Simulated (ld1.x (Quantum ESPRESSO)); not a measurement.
## Si (Z = 14): PAW pseudisation with BP86, fully relativistic reference atom.

silicon (Si), PAW, made with ld1.x (Quantum ESPRESSO) 7.5 (BP86, fully relativistic). Core [Ne], reference 3s2 3p2. Waves: 3s (bound): rcut 1.60, rcutus 1.80 bohr; 3s channel at 4.6 Ry: rcut 1.60, rcutus 1.80 bohr; 3p (bound): rcut 1.40, rcutus 1.80 bohr; 3p channel at 1.2 Ry: rcut 1.40, rcutus 1.80 bohr; 3d channel at 0.3 Ry: rcut 1.50, rcutus 1.95 bohr; 3d channel at 2.05 Ry: rcut 1.50, rcutus 1.95 bohr. Local part: all-electron potential smoothed inside 1.45 bohr (lloc = -2). Core correction: a·sin(br)/r model core inside 1.05 bohr. Augmentation charge: PSQ, radius 1.25 bohr.

Open shells are filled in proportion to 2j + 1 (rel_dist='average').

Poles of the logarithmic derivatives, all-electron (AE) and pseudo (PS). s: poles at 1.3 (AE) and 1.3 (PS) Ry. p1/2: poles at 2.3 (AE) and 2.3 (PS) Ry. p3/2: poles at 2.3 (AE) and 2.3 (PS) Ry. d3/2: poles at 3.1 (AE) and 3.1 (PS) Ry. d5/2: poles at 3.1 (AE) and 3.1 (PS) Ry. Test radius 2.15 bohr.

- Largest excitation error: -62 meV (all-electron minus pseudo) for 3s1 3p0, out of 7 test configurations
- Density cutoff estimated by the generator: 279 Ry

The ghost test of this file was not conclusive.
